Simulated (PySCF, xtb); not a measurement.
GaCl3, SMILES [Cl][Ga]([Cl])[Cl].

xtb with GFN2-xTB at its own geometry gives an orbital gap of 4.06 eV and a dipole moment of 0.00 D.

Geometry: B3LYP-D3(BJ)/def2-SVP. The isomer is the one that the SMILES or the coordinates give; other isomers of the formula were not compared.

**Question.** What does r2SCAN/def2-TZVPD (PySCF) give? (The exact figures need the calculation; the answer reports its results.)

**Answer.** gap 5.50 eV (levels -8.43 and -2.93 eV), dipole 0.00 D.
